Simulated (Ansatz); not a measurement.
Species: Cl₄Ge, SMILES `[Cl][Ge]([Cl])([Cl])[Cl]` (charge 0, multiplicity 1), formula Cl₄Ge.

**Question.** How many basis functions does Ansatz (a program for electronic structure) with frozen-core CCSD(T)/cc-pVTZ // PBE0-D3(BJ)/def2-TZVP use, how many core orbitals are frozen, and how many electrons are correlated?

**Answer.** 179 basis functions and 29 frozen orbitals, which leaves 42 correlated electrons (filled d shells below the valence shell are correlated). Core time is of the order of minutes.
